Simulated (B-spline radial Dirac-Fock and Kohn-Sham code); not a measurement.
Tb 4d3/2: cross section and angular parameters

System: atomic terbium, configuration [Xe] 4f9 6s2; threshold 150.5 eV (tabulated edge). Level of theory: Dirac-Hartree-Slater photoionisation with a Latter tail; cross sections with all multipoles, angular parameters from the dipole term and its interference with E2; a radial atomic solver.

For linearly polarised light dσ/dΩ = σ/(4π) [1 + β P₂(cos θ) + (δ + γ cos²θ) sin θ cos φ], with θ from the polarisation vector and φ the angle between the beam and the projection of the electron momentum on the plane normal to the polarisation.

```
hν (eV)  σ (kb)       β       γ       δ
    167     567  -0.181   0.009   0.000
    170     539   0.088   0.015  -0.001
    413     292   0.210   0.137   0.057
    605     248   0.804   0.086   0.008
    614     245   0.821   0.081   0.007
    763     192   1.022   0.012   0.002
 1253.6    85.2   1.285  -0.030   0.013
   1270    83.1   1.289  -0.028   0.014
 1486.9    60.3   1.330   0.009   0.020
   1680    46.2   1.351   0.054   0.025
   1950    32.7   1.366   0.126   0.032
   2000    30.8   1.367   0.140   0.033
   2260    22.9   1.369   0.215   0.040
   2420    19.3   1.367   0.261   0.043
   2900    12.0   1.352   0.399   0.054
   3740    5.98   1.311   0.621   0.072
   3780    5.80   1.308   0.631   0.073
 8047.8   0.570   1.080   1.388   0.169
 9251.7   0.358   1.027   1.529   0.197
  11000       ?       ?       ?       ?
  15000  0.0665   0.831   1.980   0.327
```

**Question.** Give the values at 11000 eV.

**Answer.** σ = 0.199 kb, β = 0.959, γ = 1.698, δ = 0.237.

Values without a named source are computed, but for edge energies of neutral atoms, which are taken from tables.
